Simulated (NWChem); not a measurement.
System: AlH3SO; SMILES [OH][AlH][SH]

Input file for NWChem:

```
start job
memory heap 200 mb stack 900 mb global 1100 mb
geometry units angstroms noautoz
  Al    -0.472008    -0.588718     0.000000
  H     -1.994564    -1.007173     0.000000
  O      0.813503    -1.703448     0.000000
  H      0.747019    -2.659271     0.000000
  S      0.099651     1.513444     0.000000
  H      1.419724     1.218308     0.000000
end
basis spherical
  Al library def2-tzvpp
  H library def2-tzvpp
  O library def2-tzvpp
  S library def2-tzvpp
end
dft
  xc b3lyp
  iterations 150
  mulliken
end
task dft energy
```

Parts of the log:

```
             Northwest Computational Chemistry Package (NWChem) 7.3.0
             --------------------------------------------------------

 CS  symmetry detected

                             Geometry "geometry" -> ""
                             -------------------------

 Output coordinates in angstroms (scale by  1.889725989 to convert to a.u.)

  No.       Tag          Charge          X              Y              Z
 ---- ---------------- ---------- -------------- -------------- --------------
    1 Al                  13.0000    -0.56665667    -0.56219545     0.00000000
    2 H                    1.0000    -2.11499804    -0.87190556     0.00000000
    3 O                    8.0000     0.63678488    -1.76506283     0.00000000
    4 H                    1.0000     0.50285806    -2.71378899     0.00000000
    5 S                   16.0000     0.15226513     1.49426524     0.00000000
    6 H                    1.0000     1.44815542     1.10649422     0.00000000

 Effective nuclear repulsion energy (a.u.)     131.8527891345

      Symmetry information
      --------------------

 Group name             Cs
 Group number              2
 Group order               2
 No. of unique centers     6

                                 NWChem DFT Module
                                 -----------------

 Summary of "ao basis" -> "ao basis" (spherical)
 ------------------------------------------------------------------------------
       Tag                 Description            Shells   Functions and Types
 ---------------- ------------------------------  ------  ---------------------
 Al                        def2-tzvpp               14       42   5s5p3d1f
 H                         def2-tzvpp                6       14   3s2p1d
 O                         def2-tzvpp               11       31   5s3p2d1f
 S                         def2-tzvpp               14       42   5s5p3d1f

      Symmetry analysis of basis
      --------------------------

        a'        107
        a"         50

            General Information
            -------------------
          SCF calculation type: DFT
          Wavefunction type:  closed shell.
          No. of atoms     :     6
          No. of electrons :    40
           Alpha electrons :    20
            Beta electrons :    20
          Charge           :     0
          Spin multiplicity:     1
          Use of symmetry is: on ; symmetry adaption is: on
          Maximum number of iterations: 150
          AO basis - number of functions:   157
                     number of shells:    57
          Convergence on energy requested:  1.00D-06
          Convergence on density requested:  1.00D-05
          Convergence on gradient requested:  5.00D-04

              XC Information
              --------------
                         B3LYP Method XC Potential
                     Hartree-Fock (Exact) Exchange  0.200
                        Slater Exchange Functional  0.800 local
                    Becke 1988 Exchange Functional  0.720 non-local
              Lee-Yang-Parr Correlation Functional  0.810
                  VWN I RPA Correlation Functional  0.190 local

             Grid Information
             ----------------
          Grid used for XC integration:  medium
          Radial quadrature: Mura-Knowles
          Angular quadrature: Lebedev.
          Tag              B.-S. Rad. Rad. Pts. Rad. Cut. Ang. Pts.
          ---              ---------- --------- --------- ---------
          Al                  1.25       88          10.0       590
          H                   0.35       45          11.0       434
          O                   0.60       49          10.0       434
          S                   1.00       88          12.0       590
          Grid pruning is: on
          Number of quadrature shells:   360
          Spatial weights used:  Erf1

      Superposition of Atomic Density Guess
      -------------------------------------

 Sum of atomic energies:        -715.63806006

      Non-variational initial energy
      ------------------------------

 Total energy =    -716.222722
 1-e energy   =   -1252.714268
 2-e energy   =     404.638757
 HOMO         =      -0.346371
 LUMO         =       0.003062

      Symmetry analysis of molecular orbitals - initial
      -------------------------------------------------

  Numbering of irreducible representations:

     1 a'          2 a"

  Orbital symmetries:

     1 a'          2 a'          3 a'          4 a'          5 a'
     6 a'          7 a"          8 a'          9 a'         10 a'
    11 a"         12 a'         13 a'         14 a'         15 a'
    16 a'         17 a"         18 a'         19 a'         20 a"
    21 a'         22 a"         23 a'         24 a'         25 a'
    26 a'         27 a'         28 a"         29 a'         30 a"

     ---------------------------------------------
      Total Density - Mulliken Population Analysis
     ---------------------------------------------

    Atom       Charge   Shell Charges
 -----------   ------   -------------------------------------------------------
    1 Al  13    12.04   2.00  0.65  1.33  0.74  0.27  2.91  2.28  0.83  0.60  0.17  0.01  0.13  0.08  0.05
    2 H    1     1.16   0.21  0.56  0.38  0.00  0.01  0.00
    3 O    8     8.84   0.79  1.18  0.60  0.94  0.23  2.07  2.20  0.83  0.00  0.00  0.00
    4 H    1     0.65   0.20  0.31  0.06  0.02  0.05  0.01
    5 S   16    16.52   2.01  0.49  1.48  1.08  0.75  4.19  1.69  0.93  2.51  1.36  0.00  0.01  0.03  0.00
    6 H    1     0.78   0.19  0.41  0.14  0.01  0.04  0.00

   convergence    iter        energy       DeltaE   RMS-Dens  Diis-err
 ---------------- ----- ----------------- --------- --------- ---------
 d= 0,ls=0.0,diis     1   -717.7603757499 -8.50D+02  5.73D-03  1.26D+00
 d= 0,ls=0.0,diis     2   -717.6548782666  1.05D-01  4.02D-03  2.02D+00
 d= 0,ls=0.0,diis     3   -717.8316270096 -1.77D-01  9.43D-04  1.87D-01
 d= 0,ls=0.0,diis     4   -717.8465998936 -1.50D-02  4.01D-04  7.90D-03
 d= 0,ls=0.0,diis     5   -717.8475776729 -9.78D-04  1.11D-04  8.24D-04
  Resetting Diis
 d= 0,ls=0.0,diis     6   -717.8476779720 -1.00D-04  1.75D-05  1.69D-05
 d= 0,ls=0.0,diis     7   -717.8476795259 -1.55D-06  1.01D-05  1.86D-06
 d= 0,ls=0.0,diis     8   -717.8476794244  1.02D-07  5.34D-06  2.85D-06

         Total DFT energy =     -717.847679424385
      One electron energy =    -1256.071120950558
           Coulomb energy =      460.553155190709
    Exchange-Corr. energy =      -54.182502799002
 Nuclear repulsion energy =      131.852789134465

 Numeric. integr. density =       39.999994433165

                  Occupations of the irreducible representations
                  ----------------------------------------------

                     irrep           alpha         beta
                     --------     --------     --------
                     a'               16.0         16.0
                     a"                4.0          4.0

                       DFT Final Molecular Orbital Analysis
                       ------------------------------------

 Vector   18  Occ=2.000000D+00  E=-3.384958D-01  Symmetry=a"
              MO Center=  5.4D-01, -1.7D+00,  4.8D-15, r^2= 1.1D+00
   Bfn.  Coefficient  Atom+Function         Bfn.  Coefficient  Atom+Function
  ----- ------------  ---------------      ----- ------------  ---------------
    64      0.440202  3 O  pz                67      0.360566  3 O  pz
    70      0.266322  3 O  pz                17      0.121204  1 Al pz
    20      0.070889  1 Al pz               118      0.060962  5 S  pz
     8     -0.038476  1 Al pz                11     -0.033865  1 Al pz
    96      0.033478  4 H  pz                29     -0.033212  1 Al d  1

 Vector   19  Occ=2.000000D+00  E=-3.079452D-01  Symmetry=a'
              MO Center= -5.4D-01,  2.4D-01, -9.9D-16, r^2= 4.0D+00
   Bfn.  Coefficient  Atom+Function         Bfn.  Coefficient  Atom+Function
  ----- ------------  ---------------      ----- ------------  ---------------
   117      0.340160  5 S  py               120      0.223010  5 S  py
    44      0.207839  2 H  s                 15     -0.183733  1 Al px
    45      0.183793  2 H  s                114      0.165364  5 S  py
    62      0.153099  3 O  px               108     -0.136613  5 S  py
    43      0.125733  2 H  s                 65      0.123125  3 O  px

 Vector   20  Occ=2.000000D+00  E=-2.721540D-01  Symmetry=a"
              MO Center=  1.4D-01,  1.3D+00, -8.6D-16, r^2= 1.9D+00
   Bfn.  Coefficient  Atom+Function         Bfn.  Coefficient  Atom+Function
  ----- ------------  ---------------      ----- ------------  ---------------
   118      0.481532  5 S  pz               121      0.347592  5 S  pz
   115      0.228503  5 S  pz               109     -0.187461  5 S  pz
    17      0.089826  1 Al pz                64     -0.086609  3 O  pz
   112     -0.084549  5 S  pz                67     -0.069777  3 O  pz
    70     -0.059821  3 O  pz                20      0.056226  1 Al pz

 Vector   21  Occ=0.000000D+00  E=-2.952586D-02  Symmetry=a"
              MO Center= -7.5D-01, -4.5D-01,  4.7D-14, r^2= 4.4D+00
   Bfn.  Coefficient  Atom+Function         Bfn.  Coefficient  Atom+Function
  ----- ------------  ---------------      ----- ------------  ---------------
    20      0.744638  1 Al pz                17      0.406991  1 Al pz
   121     -0.276697  5 S  pz                70     -0.147201  3 O  pz
   118     -0.145988  5 S  pz                64     -0.138185  3 O  pz
    67     -0.107943  3 O  pz                34      0.104198  1 Al d  1
     8     -0.098310  1 Al pz               115     -0.089882  5 S  pz

 Vector   22  Occ=0.000000D+00  E=-1.462054D-02  Symmetry=a'
              MO Center= -1.7D-01, -1.0D+00, -3.4D-14, r^2= 5.4D+00
   Bfn.  Coefficient  Atom+Function         Bfn.  Coefficient  Atom+Function
  ----- ------------  ---------------      ----- ------------  ---------------
     5      1.150662  1 Al s                 61     -0.698591  3 O  s
    90      0.452393  4 H  s                 45     -0.427264  2 H  s
   120      0.309257  5 S  py                 4      0.269020  1 Al s
    18      0.235452  1 Al px               106     -0.229436  5 S  s
     3     -0.171983  1 Al s                 19     -0.150959  1 Al py

 Vector   23  Occ=0.000000D+00  E= 6.344813D-03  Symmetry=a'
              MO Center=  1.3D-02,  8.0D-01, -2.9D-14, r^2= 5.3D+00
   Bfn.  Coefficient  Atom+Function         Bfn.  Coefficient  Atom+Function
  ----- ------------  ---------------      ----- ------------  ---------------
   106      1.102259  5 S  s                146     -0.938640  6 H  s
     5     -0.603609  1 Al s                 19     -0.558434  1 Al py
   119      0.398396  5 S  px               145     -0.290720  6 H  s
   120     -0.287581  5 S  py                45      0.237357  2 H  s
   116      0.226496  5 S  px               105      0.180963  5 S  s

     ---------------------------------------------
      Total Density - Mulliken Population Analysis
     ---------------------------------------------

    Atom       Charge   Shell Charges
 -----------   ------   -------------------------------------------------------
    1 Al  13    12.45   2.00  0.63  1.33  0.77  0.18  2.95  2.19  0.89  0.85  0.22  0.01  0.19  0.16  0.07
    2 H    1     1.14   0.24  0.54  0.36  0.00  0.01  0.00
    3 O    8     8.41   0.79  1.18  0.58  0.88  0.27  1.93  1.86  0.91  0.00  0.01  0.00
    4 H    1     0.82   0.26  0.40  0.05  0.02  0.08  0.01
    5 S   16    16.29   2.01  0.47  1.49  1.11  0.72  4.19  1.66  0.97  2.33  1.27  0.00  0.02  0.04  0.00
    6 H    1     0.88   0.24  0.47  0.13  0.01  0.04  0.00

     -------------------------------------------
      Total Density - Lowdin Population Analysis
     -------------------------------------------

    Atom       Charge   Shell Charges
 -----------   ------   -------------------------------------------------------
    1 Al  13    13.10   2.00  0.84  1.08  0.44  0.28  2.76  2.26  0.99  0.84  0.47  0.01  0.26  0.57  0.29
    2 H    1     1.17   0.24  0.50  0.39  0.00  0.04  0.00
    3 O    8     7.84   0.87  1.08  0.49  0.53  0.29  1.74  1.81  1.00  0.00  0.03  0.00
    4 H    1     1.14   0.25  0.32  0.11  0.05  0.30  0.10
    5 S   16    15.64   1.99  0.84  1.12  0.76  0.59  3.92  1.88  1.06  2.01  1.37  0.00  0.02  0.07  0.01
    6 H    1     1.12   0.23  0.42  0.22  0.02  0.20  0.03

     Multipole analysis of the density
     ---------------------------------

     L   x y z        total         alpha         beta         nuclear
     -   - - -        -----         -----         ----         -------
     0   0 0 0     -0.000000    -20.000000    -20.000000     40.000000

     1   1 0 0     -0.071760     -0.035880     -0.035880     -0.000000
     1   0 1 0     -0.708172     -0.354086     -0.354086      0.000000
     1   0 0 1     -0.000000     -0.000000     -0.000000      0.000000

     2   2 0 0    -25.161585    -38.671790    -38.671790     52.181994
     2   1 1 0      0.944894     -1.084369     -1.084369      3.113633
     2   1 0 1     -0.000000     -0.000000     -0.000000      0.000000
     2   0 2 0    -22.548558   -143.594460   -143.594460    264.640362
     2   0 1 1      0.000000      0.000000      0.000000      0.000000
     2   0 0 2    -23.582758    -11.791379    -11.791379      0.000000
```

Level: B3LYP/def2-TZVPP. Geometry: optimised at PBE0/def2-SVP.
